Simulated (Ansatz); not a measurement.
`C[N](C)[Y]([OH])[OH]`, 14 atoms. The species carries charge 0 and has multiplicity 1. Correlated methods include outer-core shells of Y, which these sets cover unevenly. Y takes the def2 core potential. Hardware: A = 2 threads of an AMD EPYC 7R13 on a shared host and a share of an NVIDIA H100 80 GB; B = 2 threads of an AMD EPYC 7R13 on a shared host. Correlated methods freeze the cores. Open-shell runs search over several starts.

Problem. Give the basis size and wall time and peak host memory of each of these runs in Ansatz. UHF-CCSD(T)/def2-TZVPP energy of the cation [A]; direct RPA on PBE orbitals/def2-TZVPP energy [A]; RKS ωB97M-V/def2-QZVPP energy [A]; UKS r2SCAN-D4/def2-TZVPP energy of the cation [A]; UKS ωB97X-V/def2-TZVPP energy of the cation [A]; RKS ωB97M-V/def2-SVP energy [B]; RKS r2SCAN0-D4/def2-TZVPP energy [A]; RKS SPW92 (LDA)/def2-TZVPP energy [A]; UHF-MP2/def2-QZVPP energy of the cation [A]; UKS PBE0-D4/def2-TZVPP energy of the cation [A]; UKS B3LYP-D4/def2-TZVPP energy of the cation [A]; RKS PBE0-D4/def2-TZVPP energy [A]. (Estimate.)

Solution. Computed: Other jobs shared the machine, so times are rough.

```csv
level,job,functions,wall time,peak host memory (GiB)
RKS PBE0-D4/def2-TZVPP,energy [A],323,1.8 s,0.87
RKS SPW92 (LDA)/def2-TZVPP,energy [A],323,2.2 s,0.84
UKS PBE0-D4/def2-TZVPP,energy of the cation [A],323,2.7 s,0.93
UKS B3LYP-D4/def2-TZVPP,energy of the cation [A],323,2.8 s,0.94
direct RPA on PBE orbitals/def2-TZVPP,energy [A],323,3.4 s,1.4
RKS r2SCAN0-D4/def2-TZVPP,energy [A],323,3.8 s,0.9
UKS ωB97X-V/def2-TZVPP,energy of the cation [A],323,4 s,1.1
UHF-MP2/def2-QZVPP,energy of the cation [A],606,4.2 s,1.3
RKS ωB97M-V/def2-QZVPP,energy [A],606,4.6 s,1.3
UKS r2SCAN-D4/def2-TZVPP,energy of the cation [A],323,4.6 s,1
RKS ωB97M-V/def2-SVP,energy [B],141,12 s,0.69
UHF-CCSD(T)/def2-TZVPP,energy of the cation [A],323,41 s,1.5
```

B3LYP here is the variant with VWN-RPA as its local correlation; programs differ in this.
